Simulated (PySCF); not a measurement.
## How methods differ on the ionisation energy of Tb³⁶⁺

Tb³⁶⁺ [Ar] 3d10 4s1 [4s1/2^1, M_J = 1/2] → Tb³⁷⁺ [Ar] 3d10, as a difference of total energies. Computed with PySCF 2.14 in an even-tempered Gaussian basis (17 s from 3.9 bohr⁻², ratio 2.8; 13 p from 5.1 bohr⁻², ratio 2.8; 8 d from 9 bohr⁻², ratio 2.8; 4 f from 21 bohr⁻², ratio 3), with the two-component X2C-1e Hamiltonian. Correlated levels: [Ne] frozen; the 74 highest virtual spinors dropped. "Screened" scales the spin-orbit matrix elements by Boettger's factors to mimic the two-electron term; Breit and QED terms are absent.

```csv
method,ionisation energy (eV)
GHF (spin-free),1597.8
GMP2 (spin-free),1599.0
GHF (screened spin-orbit),1597.6
GMP2 (screened spin-orbit),1598.8
```

Breit and QED terms and the two-electron picture change are absent.

For comparison: 1610.4 ± 0.7 eV (semi-empirical (NIST evaluation); NIST Atomic Spectra Database, ionization energies).
